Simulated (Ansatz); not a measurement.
Reaction (silylene loss): `FC(F)=N[SiH3]` → `N=C(F)F` + `[SiH2]`

Calculated with Ansatz (gas phase, PBE0-D4/def2-TZVP geometries, no zero-point term in ΔE). CCSD(T)/CBS is the MP2 limit (def2-TZVPP, def2-QZVPP) plus CCSD(T) − MP2 in def2-TZVPP, frozen cores. This one scheme is used for every species. Functionals use def2-TZVPP. B3LYP here is the variant with VWN-RPA as its local correlation; programs differ in this. HSE06 is defined as in plane-wave codes. One conformer a species, not always the lowest.

```json
{"level": "LDA (SPW92)", "ΔE (kcal/mol)": "74.3", "difference from CCSD(T)/CBS": "6.2"}
{"level": "r2SCAN-D4", "ΔE (kcal/mol)": "73.1", "difference from CCSD(T)/CBS": "5.0"}
{"level": "B3LYP-D4", "ΔE (kcal/mol)": "67.7", "difference from CCSD(T)/CBS": "-0.4"}
{"level": "HSE06-D4", "ΔE (kcal/mol)": "69.9", "difference from CCSD(T)/CBS": "1.8"}
{"level": "CAM-B3LYP-D4", "ΔE (kcal/mol)": "69.9", "difference from CCSD(T)/CBS": "1.8"}
{"level": "PBE-QIDH", "ΔE (kcal/mol)": "72.1", "difference from CCSD(T)/CBS": "4.0"}
{"level": "revPBE", "ΔE (kcal/mol)": "62.5", "difference from CCSD(T)/CBS": "-5.6"}
{"level": "r2SCANh", "ΔE (kcal/mol)": "72.8", "difference from CCSD(T)/CBS": "4.7"}
{"level": "r2SCAN0", "ΔE (kcal/mol)": "73.0", "difference from CCSD(T)/CBS": "4.9"}
{"level": "BHLYP", "ΔE (kcal/mol)": "68.6", "difference from CCSD(T)/CBS": "0.5"}
{"level": "CAM-B3LYP", "ΔE (kcal/mol)": "68.6", "difference from CCSD(T)/CBS": "0.5"}
{"level": "HF/def2-SVP", "ΔE (kcal/mol)": "63.7", "difference from CCSD(T)/CBS": "-4.4"}
{"level": "MP2/def2-SVP", "ΔE (kcal/mol)": "68.8", "difference from CCSD(T)/CBS": "0.7"}
{"level": "CCSD(T)/def2-TZVPP", "ΔE (kcal/mol)": "66.3", "difference from CCSD(T)/CBS": "-1.8"}
{"level": "MP2/CBS(def2)", "ΔE (kcal/mol)": "73.9", "difference from CCSD(T)/CBS": "5.8"}
{"level": "CCSD/CBS(def2)", "ΔE (kcal/mol)": "67.3", "difference from CCSD(T)/CBS": "-0.8"}
{"level": "CCSD(T)/CBS", "ΔE (kcal/mol)": "68.1", "difference from CCSD(T)/CBS": "0"}
```

Largest T1 diagnostic among the species: 0.014.

From BLYP to BHLYP (50 % exact exchange), in def2-TZVPP and without D4, ΔE moves by +6.7 kcal/mol. The D4 term adds +2.4 kcal/mol with B3LYP and +1.3 kcal/mol with PBE0; it sums over pairs of atoms, weighted by their polarisabilities, and B3LYP, whose exchange is more repulsive, gets the larger term. At CCSD(T), def2-SVP lies −5.4 kcal/mol from the extrapolated value and def2-TZVPP −1.8 kcal/mol.
